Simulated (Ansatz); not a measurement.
Program: Ansatz. Geometries: PBE0-D4/def2-TZVP. ΔE: electronic, gas phase. CCSD(T)/CBS adds triple-zeta CCSD(T) − MP2 to the extrapolated MP2 energy (def2 sets, frozen cores). This one scheme is used for every species, atoms too. DFT in def2-TZVPP. Open shells (•) are unrestricted, without spin–orbit coupling. Spin–orbit coupling would lower the free atoms: a little for C, Cl, F; strongly for Sn. def2 core potentials past Kr. For Sn outer-core shells are correlated without core-valence functions, so the limit isn't a true one: a few kJ/mol of doubt a bond, and 10 to 20 or more in all where bonds break to atoms.

Consider the atomization: `N#[C][Sn]([F])([Cl])[Cl]` → C• + 2 Cl• + F• + N• + Sn•.

(1) What is ΔE at CCSD(T)/CBS? (Estimate.)

(2) What do these levels give: PBE-D4, PBE0-D4, r2SCAN0-D4, r2SCAN0, RPA@PBE/def2-TZVPP, HF/def2-TZVPP? (Best estimate.)

Largest T1 diagnostic among the species: 0.013.

Results:

(1) Ansatz gave: +530.9 kcal/mol.

(2) Ansatz gave: PBE-D4 549.4, PBE0-D4 524.4, r2SCAN0-D4 502.8, r2SCAN0 501.3, RPA@PBE/def2-TZVPP 468.7, HF/def2-TZVPP 332.4 kcal/mol.

The D4 term adds +8.1 kcal/mol with B3LYP and +4.3 kcal/mol with PBE0; it sums over pairs of atoms, weighted by their polarisabilities, and B3LYP, whose exchange is more repulsive, gets the larger term. Leaving LDA and LC-ωPBE aside and taking each functional with its dispersion term where it has one, the values, not all of them listed here, spread over 61.4 kcal/mol, from BHLYP-D4 to PBE-D4. LDA lies +78.5 kcal/mol from PBE without D4, its usual overbinding.

B3LYP here is the variant with VWN-RPA as its local correlation; programs differ in this.

For atomizations the MP2-based limit and the directly extrapolated one differ by several kJ/mol either way, and by 10 to 25 for some Ge, Se and Sn compounds, so smaller differences from it don't rank the levels.
